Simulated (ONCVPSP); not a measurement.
**Building the ONCV potential for neodymium (PBE, scalar-relativistic).**

ONCVPSP 4.0.1 was run on this input:

```
# ATOM AND REFERENCE CONFIGURATION
# atsym  z   nc   nv     iexc    psfile
  Nd 60.00    9    5        4      upf
#
#   n    l    f
    1    0    2.00
    2    0    2.00
    2    1    6.00
    3    0    2.00
    3    1    6.00
    3    2   10.00
    4    0    2.00
    4    1    6.00
    4    2   10.00
    4    3    3.50
    5    0    2.00
    5    1    6.00
    5    2    0.50
    6    0    2.00
#
# PSEUDOPOTENTIAL AND OPTIMIZATION
# lmax
    3
#
#   l,   rc,      ep,       ncon, nbas, qcut
    0    2.55    0.00    4    8    5.30
    1    2.50    0.00    5    9    6.00
    2    3.75    0.00    3    8    4.20
    3    1.55    0.00    4    9   12.50
#
# LOCAL POTENTIAL
# lloc, lpopt,  rc(5),   dvloc0
    4    5    1.20    4.00
#
# VANDERBILT-KLEINMAN-BYLANDER PROJECTORs
# l, nproj, debl
    0    2    2.50
    1    1    2.20
    2    2    2.20
    3    3    3.20
#
# MODEL CORE CHARGE
# icmod, fcfact, rcfact
    3    4.75    1.15
#
# LOG DERIVATIVE ANALYSIS
# epsh1, epsh2, depsh
   -3.00    5.00    0.02
#
# OUTPUT GRID
# rlmax, drl
    6.00    0.01
#
# TEST CONFIGURATIONS
# ncnf
    4
# nvcnf
#   n    l    f
    5
    4    3    4.00
    5    0    2.00
    5    1    6.00
    5    2    0.00
    6    0    2.00
#
    5
    4    3    4.00
    5    0    2.00
    5    1    6.00
    5    2    0.00
    6    0    1.00
#
    5
    4    3    4.00
    5    0    2.00
    5    1    6.00
    5    2    0.00
    6    0    0.00
#
    6
    4    3    4.00
    5    0    2.00
    5    1    6.00
    5    2    0.00
    6    0    0.00
    6    1    2.00
#
```

Command:

```bash
oncvpsp.x < Nd.dat > Nd.out
```

Resulting log (shortened: citation, most of the input echo, consistency checks and plot data are left out):

```
ONCVPSP  (Optimized Norm-Conservinng Vanderbilt PSeudopotential)
scalar-relativistic version 4.0.1

#   n    l    f        energy (Ha)
    1    0    2.00    -1.5951621E+03
    2    0    2.00    -2.5810082E+02
    2    1    6.00    -2.3072509E+02
    3    0    2.00    -5.6098361E+01
    3    1    6.00    -4.7466299E+01
    3    2   10.00    -3.5495451E+01
    4    0    2.00    -1.1250132E+01
    4    1    6.00    -8.4208974E+00
    4    2   10.00    -4.3993122E+00
    4    3    3.50    -1.5285933E-01
    5    0    2.00    -1.5451353E+00
    5    1    6.00    -8.5852533E-01
    5    2    0.50    -8.8694621E-02
    6    0    2.00    -1.3601229E-01

Reference configufation results
  iterations    31
  all-electron total energy (Ha)   -9.62396969D+03

Begin loop to  construct optimized pseudo wave functions
and semi-local pseudopoentials for all angular momenta

Calculating optimized projector #   1

 for l=   0

    Fraction of norm inside rc  0.973142
    Optimizing pswf for qcut=   5.31 a_B^-1,  ecut=  14.08 Ha
    Residual kinetic energy error=  1.95D-07 Ha

    Energy error per electron        Cutoff
         Ha          eV             Ha
         0.01000     0.27211        5.60
         0.00100     0.02721        8.47
         0.00010     0.00272       10.39
         0.00001     0.00027       11.87

Calculating optimized projector #   2

 for l=   0

    Fraction of norm inside rc  0.086830
    Optimizing pswf for qcut=   5.31 a_B^-1,  ecut=  14.08 Ha
    Residual kinetic energy error=  4.86D-07 Ha

    Energy error per electron        Cutoff
         Ha          eV             Ha
         0.01000     0.27211        2.53
         0.00100     0.02721        7.78
         0.00010     0.00272       10.20
         0.00001     0.00027       11.98

Calculating optimized projector #   1

 for l=   1

    Fraction of norm inside rc  0.902425
    Optimizing pswf for qcut=   6.00 a_B^-1,  ecut=  18.02 Ha
    Residual kinetic energy error=  1.25D-06 Ha

    Energy error per electron        Cutoff
         Ha          eV             Ha
         0.01000     0.27211        4.41
         0.00100     0.02721       11.10
         0.00010     0.00272       13.99
         0.00001     0.00027       16.20

   Wellstate for l =  2  n =  9
     eigenvalue =   2.1113
     asymptotic potential =   2.6113
     half-point radius =  7.0705

Calculating optimized projector #   1

 for l=   2

    Fraction of norm inside rc  0.741493
    Optimizing pswf for qcut=   4.20 a_B^-1,  ecut=   8.81 Ha
    Residual kinetic energy error=  4.98D-08 Ha

    Energy error per electron        Cutoff
         Ha          eV             Ha
         0.01000     0.27211        3.91
         0.00100     0.02721        5.24
         0.00010     0.00272        6.35
         0.00001     0.00027        7.15

Calculating optimized projector #   2

 for l=   2

    Fraction of norm inside rc  0.179623
    Optimizing pswf for qcut=   4.20 a_B^-1,  ecut=   8.81 Ha
    Residual kinetic energy error=  8.47D-06 Ha

    Energy error per electron        Cutoff
         Ha          eV             Ha
         0.01000     0.27211        5.75
         0.00100     0.02721        6.95
         0.00010     0.00272        8.08
         0.00001     0.00027        9.58

   Wellstate for l =  3  n =  6
     eigenvalue =   3.0471
     asymptotic potential =   3.5471
     half-point radius =  3.0081

   Wellstate for l =  3  n =  7
     eigenvalue =   6.2471
     asymptotic potential =   6.7471
     half-point radius =  2.8166

Calculating optimized projector #   1

 for l=   3

    Fraction of norm inside rc  0.837681
    Optimizing pswf for qcut=  12.49 a_B^-1,  ecut=  77.97 Ha
    Residual kinetic energy error=  4.61D-06 Ha

    Energy error per electron        Cutoff
         Ha          eV             Ha
         0.01000     0.27211       50.88
         0.00100     0.02721       58.86
         0.00010     0.00272       65.18
         0.00001     0.00027       71.40

Calculating optimized projector #   2

 for l=   3

    Fraction of norm inside rc  0.158336
    Optimizing pswf for qcut=  12.49 a_B^-1,  ecut=  77.97 Ha
    Residual kinetic energy error=  2.90D-06 Ha

    Energy error per electron        Cutoff
         Ha          eV             Ha
         0.01000     0.27211       53.93
         0.00100     0.02721       62.71
         0.00010     0.00272       69.52
         0.00001     0.00027       74.98

Calculating optimized projector #   3

 for l=   3

    Fraction of norm inside rc  0.143090
    Optimizing pswf for qcut=  12.49 a_B^-1,  ecut=  77.97 Ha
    Residual kinetic energy error=  3.95D-05 Ha

    Energy error per electron        Cutoff
         Ha          eV             Ha
         0.01000     0.27211       60.41
         0.00100     0.02721       68.86
         0.00010     0.00272       75.37
         0.00001     0.00027       99.65

Construct Vanderbilt / Kleinmman-Bylander projectors

B matrix Hermiticity error, ll=   0
   1   2    9.7875E-05

  Orthonormal projector coefficients  8.1476E+00  1.0112E+00

B matrix Hermiticity error, ll=   2
   1   2   -6.4061E-05

  Orthonormal projector coefficients  2.9959E+00 -6.3550E-01

B matrix Hermiticity error, ll=   3
   1   2   -4.7451E-04
   1   3    6.1388E-04
   2   3    3.5132E-04

  Orthonormal projector coefficients -1.7508E+01 -8.7394E+00 -1.6919E+00

Model core correction analysis
  based on d2Exc/dn_idn_j

d2excae - all-electron derivatives

   -1.823474D-02   -1.339803D-02   -1.040056D-02   -3.946661D-03
   -1.540607D-03
   -1.339771D-02   -2.598822D-02   -2.267963D-02   -8.197634D-03
   -1.578892D-03
   -1.040028D-02   -2.267960D-02   -2.288189D-02   -1.179203D-02
   -2.617005D-03
   -3.946483D-03   -8.197411D-03   -1.179191D-02   -1.751299D-02
   -1.513120D-02
   -1.540328D-03   -1.578480D-03   -2.616133D-03   -1.512660D-02
   -2.481129D-02

d2excps - pseudofunction derivatives with no core correction

   -5.278675D-02   -2.767209D-02   -1.638682D-02   -4.211132D-03
   -2.756215D-03
   -2.767353D-02   -2.806081D-02   -2.290357D-02   -7.833344D-03
   -1.904440D-03
   -1.638783D-02   -2.290342D-02   -2.379384D-02   -1.191217D-02
   -2.682013D-03
   -4.211065D-03   -7.833050D-03   -1.191202D-02   -1.829270D-02
   -1.526718D-02
   -2.756167D-03   -1.903737D-03   -2.681145D-03   -1.526256D-02
   -2.483581D-02

rms 2nd derivative error    8.203802E-03

rmatch, rhocmatch    1.0550    6.4744

Teter function model core charge with specified parameters

d2excps - pseudofunction derivatives with core correction

   -3.611985D-02   -2.124962D-02   -1.408588D-02   -4.064132D-03
   -2.166447D-03
   -2.124988D-02   -2.398456D-02   -2.174534D-02   -7.795857D-03
   -1.518283D-03
   -1.408581D-02   -2.174518D-02   -2.336136D-02   -1.194196D-02
   -2.566605D-03
   -4.063946D-03   -7.795553D-03   -1.194180D-02   -1.832276D-02
   -1.525649D-02
   -2.166228D-03   -1.517870D-03   -2.565733D-03   -1.525187D-02
   -2.480021D-02

rms 2nd derivative error    4.373626E-03

Pseudoatom total energy  -56.984651

Diagnostic tests using Vanderbilt-Kleinman-Bylander pseudopotentials
  1 or more projectors used as specified by nproj input data

   l    rcore       rmatch      e in        delta e   norm test  slope test

   0   2.5571372   2.6347775  -1.5451353   0.0000004   1.0000981   1.0000891
   0   2.5571372   2.6347775  -0.1360123   0.0000003   1.0000501   1.0000531

   1   2.5116556   2.5879149  -0.8585253  -0.0000006   0.9999981   1.0000002

   2   3.7724438   3.8869834  -0.0886946  -0.0000019   1.0000011   0.9999856
   2   3.7724438   3.8869834   2.1113054   0.0000364   0.9999617   0.9999617

   3   1.5564015   1.6036572  -0.1528593   0.0000015   1.0002050   1.0001967
   3   1.5564015   1.6036572   3.0471407   0.0001066   1.0002982   1.0002982
   3   1.5564015   1.6036572   6.2471407   0.0000120   1.0005379   1.0005379

 Testing for bound ghosts
   n   l    E NL Schr. Eq   E Basis Diag.   E Cutoff

   1   0       -1.545135       -1.545100     40.55
   2   0       -0.136012       -0.121837     40.55

   2   1       -0.858526       -0.858514     48.20

   3   2       -0.088697       -0.088486     24.22

   4   3       -0.152858       -0.151244    252.25

 Testing for highly-localized positive-energy ghosts
       l    <radius>/rc     E Basis Diag.   E Cutoff

       0        0.169313       -0.062789     40.55  WARNING - GHOST(+)

       2        0.910643        3.937023     24.22  WARNING - GHOST(+)

Test configuration 0

   n   l     f        eae           eps        diff
   1   0  2.0000-1595.16210798
   2   0  2.0000 -258.10082383
   2   1  6.0000 -230.72508538
   3   0  2.0000  -56.09836092
   3   1  6.0000  -47.46629937
   3   2 10.0000  -35.49545119
   4   0  2.0000  -11.25013169
   4   1  6.0000   -8.42089737
   4   2 10.0000   -4.39931216
   4   3  3.5000   -0.15285933   -0.15285782    1.51D-06
   5   0  2.0000   -1.54513533   -1.54513491    4.13D-07
   5   1  6.0000   -0.85852533   -0.85852593   -6.01D-07
   5   2  0.5000   -0.08869462   -0.08869656   -1.94D-06
   6   0  2.0000   -0.13601229   -0.13601204    2.53D-07

    Total energies and differences
      AE_ref= -9.62396969D+03  AE_tst= -9.62396969D+03  dif=  0.00D+00
      PS_ref= -5.69846510D+01  PS_tst= -5.69846510D+01  dif=  1.24D-11
      PSP excitation error= -1.24D-11

Test configuration 1

   n   l     f        eae           eps        diff
   1   0  2.0000-1595.05963554
   2   0  2.0000 -257.98917174
   2   1  6.0000 -230.61490311
   3   0  2.0000  -55.97180871
   3   1  6.0000  -47.34006124
   3   2 10.0000  -35.37064077
   4   0  2.0000  -11.13077455
   4   1  6.0000   -8.30426339
   4   2 10.0000   -4.28771236
   4   3  4.0000   -0.06437669   -0.06896207   -4.59D-03
   5   0  2.0000   -1.48702078   -1.48096894    6.05D-03
   5   1  6.0000   -0.81176856   -0.81055716    1.21D-03
   6   0  2.0000   -0.12869980   -0.12844562    2.54D-04

    Total energies and differences
      AE_ref= -9.62396969D+03  AE_tst= -9.62398475D+03  dif= -1.51D-02
      PS_ref= -5.69846510D+01  PS_tst= -5.69996927D+01  dif= -1.50D-02
      PSP excitation error= -2.46D-05

Test configuration 2

   n   l     f        eae           eps        diff
   1   0  2.0000-1595.27747701
   2   0  2.0000 -258.20594581
   2   1  6.0000 -230.83182339
   3   0  2.0000  -56.18716517
   3   1  6.0000  -47.55544773
   3   2 10.0000  -35.58615903
   4   0  2.0000  -11.34663090
   4   1  6.0000   -8.52032069
   4   2 10.0000   -4.50410251
   4   3  4.0000   -0.28104706   -0.28642924   -5.38D-03
   5   0  2.0000   -1.70631656   -1.70006248    6.25D-03
   5   1  6.0000   -1.03057301   -1.02927558    1.30D-03
   6   0  1.0000   -0.30128733   -0.30082121    4.66D-04

    Total energies and differences
      AE_ref= -9.62396969D+03  AE_tst= -9.62377116D+03  dif=  1.99D-01
      PS_ref= -5.69846510D+01  PS_tst= -5.67868720D+01  dif=  1.98D-01
      PSP excitation error=  7.44D-04

Test configuration 3

   n   l     f        eae           eps        diff
   1   0  2.0000-1595.53513128
   2   0  2.0000 -258.46193054
   2   1  6.0000 -231.08799272
   3   0  2.0000  -56.44119771
   3   1  6.0000  -47.80951793
   3   2 10.0000  -35.84041023
   4   0  2.0000  -11.60115973
   4   1  6.0000   -8.77507814
   4   2 10.0000   -4.75921651
   4   3  4.0000   -0.53560608   -0.54192332   -6.32D-03
   5   0  2.0000   -1.96352089   -1.95701372    6.51D-03
   5   1  6.0000   -1.28557034   -1.28410731    1.46D-03

    Total energies and differences
      AE_ref= -9.62396969D+03  AE_tst= -9.62337475D+03  dif=  5.95D-01
      PS_ref= -5.69846510D+01  PS_tst= -5.63909506D+01  dif=  5.94D-01
      PSP excitation error=  1.24D-03

Test configuration 4

   n   l     f        eae           eps        diff
   1   0  2.0000-1595.14388839
   2   0  2.0000 -258.07249629
   2   1  6.0000 -230.69830742
   3   0  2.0000  -56.05382572
   3   1  6.0000  -47.42210121
   3   2 10.0000  -35.45282549
   4   0  2.0000  -11.21354788
   4   1  6.0000   -8.38725374
   4   2 10.0000   -4.37107195
   4   3  4.0000   -0.14800088   -0.14821815   -2.17D-04
   5   0  2.0000   -1.57419391   -1.56283679    1.14D-02
   5   1  6.0000   -0.89769789   -0.89174053    5.96D-03
   6   1  2.0000   -0.08197986   -0.08202474   -4.49D-05

    Total energies and differences
      AE_ref= -9.62396969D+03  AE_tst= -9.62380924D+03  dif=  1.60D-01
      PS_ref= -5.69846510D+01  PS_tst= -5.68283068D+01  dif=  1.56D-01
      PSP excitation error=  4.10D-03
```

Note: ghosts flagged at negative energy: s at -1.71 eV; GHOST(+) flagged for d at 107.1 eV. A true bound ghost makes a file unfit for plane-wave use.

The run took about 7.2 s on one core of a shared server CPU.
